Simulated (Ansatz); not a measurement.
C2H8BGeN, SMILES `B[N]([GeH3])C=C` at its PBE0-D4/def2-TZVP geometry, where that method's forces vanish. The species carries charge 0 and has multiplicity 1.

```xyz
13

B     1.8522   -0.6085   -0.1419
N     0.5272   -0.1623   -0.0338
Ge   -0.8764   -1.1513   -0.7875
C     0.2242    1.0260    0.6360
C    -0.9836    1.5556    0.8071
H     2.7247    0.0483    0.3515
H     2.0852   -1.6288   -0.7202
H    -1.8508   -1.5477    0.3312
H    -0.2269   -2.3735   -1.4351
H    -1.5947   -0.2713   -1.8209
H     1.1010    1.5268    1.0376
H    -1.8919    1.1004    0.4289
H    -1.0902    2.4863    1.3471
```

(1) What forces (eV/Å) does PBE-D4/def2-TZVPP give on these atoms in Ansatz? (Best estimate.)

## Answers

(1) Computed: 
```
B1   0.253 -0.132 -0.048
N2   0.120  0.061  0.050
Ge3 -0.224 -0.176 -0.131
C4   0.244 -0.035  0.009
C5  -0.365  0.167  0.056
H6   0.078  0.073  0.053
H7   0.021 -0.104 -0.059
H8  -0.100 -0.036  0.117
H9   0.071 -0.113 -0.059
H10 -0.074  0.094 -0.103
H11  0.206  0.092  0.079
H12 -0.192 -0.088 -0.075
H13 -0.039  0.196  0.112
```
